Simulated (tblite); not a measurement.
Parent: `[F:1][Si:2]([F:3])([F:4])[SiH2:5][PH2:6]` with Si2–Si5–P6–H -46° and 47°, F3H4PSi2.

The geometries are computed with GFN2-xTB (gas phase). One conformer each, not checked by frequencies here.

```
coordinate of the parent    value
                  F1–Si2  1.592 Å
                  Si2–F3  1.592 Å
                  Si2–F4  1.589 Å
                 Si2–Si5  2.288 Å
                  Si5–P6  2.242 Å
               F1–Si2–F3   101.8°
               F1–Si2–F4   102.2°
              F1–Si2–Si5   115.9°
               F3–Si2–F4   102.3°
              F3–Si2–Si5   115.8°
              F4–Si2–Si5   116.7°
              Si2–Si5–P6   115.8°
```

Q: How does the shared frame change in `[F:1][CH2:2][Si@@H:3]([PH2:4])[Si:5]([F:6])([F:7])[F:8]` with F1–C2–Si3–P4 59°, C2–Si3–P4–H -70° and -164°, CH5F4PSi2? Atoms pair as F1 = F7, Si2 = Si5, F3 = F8, F4 = F6, Si5 = Si3, P6 = P4 (parent first).

A: 
| parent | relative | value in the relative | change |
| --- | --- | --- | --- |
| F1–Si2 | F7–Si5 | 1.589 Å | -0.003 |
| Si2–F3 | Si5–F8 | 1.589 Å | -0.003 |
| Si2–F4 | Si5–F6 | 1.589 Å | 0.000 |
| Si2–Si5 | Si5–Si3 | 2.284 Å | -0.004 |
| Si5–P6 | Si3–P4 | 2.244 Å | +0.002 |
| F1–Si2–F3 | F7–Si5–F8 | 102.8° | +1.0 |
| F1–Si2–F4 | F7–Si5–F6 | 102.5° | +0.3 |
| F1–Si2–Si5 | F7–Si5–Si3 | 112.7° | -3.2 |
| F3–Si2–F4 | F8–Si5–F6 | 101.8° | -0.5 |
| F3–Si2–Si5 | F8–Si5–Si3 | 118.7° | +2.9 |
| F4–Si2–Si5 | F6–Si5–Si3 | 116.2° | -0.5 |
| Si2–Si5–P6 | Si5–Si3–P4 | 113.2° | -2.6 |

Of the parent's bonds, F1–Si2, Si2–F3 and Si2–Si5 change most and about equally (-0.004 to -0.003 Å). Bonds of the relative outside the shared frame: F1–C2 1.380, C2–Si3 1.928 Å. Point group Cs → C1.

Q: How does the shared frame change in `[CH3:1][CH2:2][CH2:3][Si@@H:4]([PH2:5])[Si:6]([F:7])([F:8])[F:9]` with C1–C2–C3–Si4 -178°, C2–C3–Si4–P5 47°, C3–Si4–P5–H 159° and 66°, C3H10F3PSi2? Atoms pair as F1 = F8, Si2 = Si6, F3 = F9, F4 = F7, Si5 = Si4, P6 = P5 (parent first).

A: 
```csv
parent,relative,value in the relative,change
F1–Si2,F8–Si6,1.591 Å,-0.001
Si2–F3,Si6–F9,1.593 Å,+0.001
Si2–F4,Si6–F7,1.590 Å,+0.001
Si2–Si5,Si6–Si4,2.289 Å,+0.001
Si5–P6,Si4–P5,2.252 Å,+0.010
F1–Si2–F3,F8–Si6–F9,101.6°,-0.2
F1–Si2–F4,F8–Si6–F7,102.4°,+0.2
F1–Si2–Si5,F8–Si6–Si4,114.0°,-1.9
F3–Si2–F4,F9–Si6–F7,101.9°,-0.4
F3–Si2–Si5,F9–Si6–Si4,116.7°,+0.9
F4–Si2–Si5,F7–Si6–Si4,117.9°,+1.2
Si2–Si5–P6,Si6–Si4–P5,116.0°,+0.2
```

Of the parent's bonds, Si5–P6 changes most (+0.010 Å). Bonds of the relative outside the shared frame: C1–C2 1.524, C2–C3 1.526, C3–Si4 1.908 Å. Point group Cs → C1.

Q: How does the shared frame change in `[CH3:1][C:2]#[C:3][Si@H:4]([PH2:5])[Si:6]([F:7])([F:8])[F:9]` with C3–Si4–P5–H 42° and -51°, C3H6F3PSi2? Atoms pair as F1 = F8, Si2 = Si6, F3 = F9, F4 = F7, Si5 = Si4, P6 = P5 (parent first).

A: 
```
    parent    relative  value in the relative  change
    F1–Si2      F8–Si6                1.591 Å  -0.001
    Si2–F3      Si6–F9                1.592 Å   0.000
    Si2–F4      Si6–F7                1.591 Å  +0.002
   Si2–Si5     Si6–Si4                2.283 Å  -0.005
    Si5–P6      Si4–P5                2.253 Å  +0.011
 F1–Si2–F3   F8–Si6–F9                 102.0°    +0.2
 F1–Si2–F4   F8–Si6–F7                 101.9°    -0.3
F1–Si2–Si5  F8–Si6–Si4                 117.2°    +1.3
 F3–Si2–F4   F9–Si6–F7                 102.3°     0.0
F3–Si2–Si5  F9–Si6–Si4                 118.0°    +2.2
F4–Si2–Si5  F7–Si6–Si4                 113.2°    -3.5
Si2–Si5–P6  Si6–Si4–P5                 112.6°    -3.2
```

Of the parent's bonds, Si5–P6 changes most (+0.011 Å). Bonds of the relative outside the shared frame: C1–C2 1.442, C2≡C3 1.208, C3–Si4 1.848 Å. Point group Cs → C1.

Q: How does the shared frame change in `[CH3:1][CH2:2][Si@H:3]([PH2:4])[Si:5]([F:6])([F:7])[F:8]` with C1–C2–Si3–P4 -48°, C2–Si3–P4–H -161° and -69°, C2H8F3PSi2? Atoms pair as F1 = F6, Si2 = Si5, F3 = F7, F4 = F8, Si5 = Si3, P6 = P4 (parent first).

A: 
| parent | relative | value in the relative | change |
| --- | --- | --- | --- |
| F1–Si2 | F6–Si5 | 1.593 Å | +0.001 |
| Si2–F3 | Si5–F7 | 1.591 Å | -0.001 |
| Si2–F4 | Si5–F8 | 1.590 Å | +0.001 |
| Si2–Si5 | Si5–Si3 | 2.289 Å | +0.001 |
| Si5–P6 | Si3–P4 | 2.253 Å | +0.011 |
| F1–Si2–F3 | F6–Si5–F7 | 101.6° | -0.2 |
| F1–Si2–F4 | F6–Si5–F8 | 102.0° | -0.2 |
| F1–Si2–Si5 | F6–Si5–Si3 | 117.4° | +1.5 |
| F3–Si2–F4 | F7–Si5–F8 | 102.4° | +0.1 |
| F3–Si2–Si5 | F7–Si5–Si3 | 113.4° | -2.4 |
| F4–Si2–Si5 | F8–Si5–Si3 | 117.7° | +1.0 |
| Si2–Si5–P6 | Si5–Si3–P4 | 115.5° | -0.3 |

Of the parent's bonds, Si5–P6 changes most (+0.011 Å). Bonds of the relative outside the shared frame: C1–C2 1.523, C2–Si3 1.911 Å. Point group Cs → C1.
